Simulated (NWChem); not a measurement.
System: TlCl; SMILES [Cl][Tl]

Here is an NWChem input.

```
start job
memory heap 200 mb stack 700 mb global 900 mb
geometry units angstroms noautosym nocenter noautoz
  Tl     0.000000     0.000000    -0.422017
  Cl     0.000000     0.000000     2.114478
end
basis spherical
  Tl library def2-svpd
  Cl library def2-svpd
end
ecp
  Tl library def2-ecp
end
dft
  xc pbe0
  iterations 150
end
property
  response 1 0.0773
end
task dft property
```

The geometry was optimised at PBE-D3(BJ)/def2-SVP. def2 effective core potentials on Tl; no spin-orbit coupling.

Field at 589 nm.

Q: Give the results of this calculation. (PBE0/def2-SVPD with def2 effective core potentials on Tl.) Quantities: isotropic polarisability (bohr³); anisotropy (bohr³).

A: The isotropic polarisability (bohr³) comes out as 57.5. The anisotropy (bohr³) comes out as 37.0.
